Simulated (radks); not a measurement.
Problem. The hafnium ion Hf4+, [Xe] 4f14. All-electron calculation, non-relativistic Kohn-Sham, LDA (Slater exchange, Perdew-Wang correlation), spin-polarised, spherical densities, point nucleus. Program: a radial shooting solver on a logarithmic mesh with Libxc functionals. Every spin shell is full or empty, so the densities are truly spherical. Functionals are evaluated on that one density, not self-consistently. Rank these orbital-free kinetic functionals by their error against the exact value of the orbitals, and give that value: Thomas-Fermi, von Weizsacker, TF + vW, TF + vW/9, Perdew 92, Thakkar, Pearson, PG1, DePristo-Kress, Ernzerhof.

Solution. Exact: 14309.3 hartree. From best to worst, with 100 (|E| - |E exact|)/|E exact| (equal figures are ties): DePristo-Kress -0.25, Ernzerhof -0.53, Perdew 92 -0.75, TF + vW/9 -0.76, Thakkar -0.80, Pearson -0.92, Thomas-Fermi -4.83, PG1 +12.88, TF + vW +31.87, von Weizsacker -63.29.
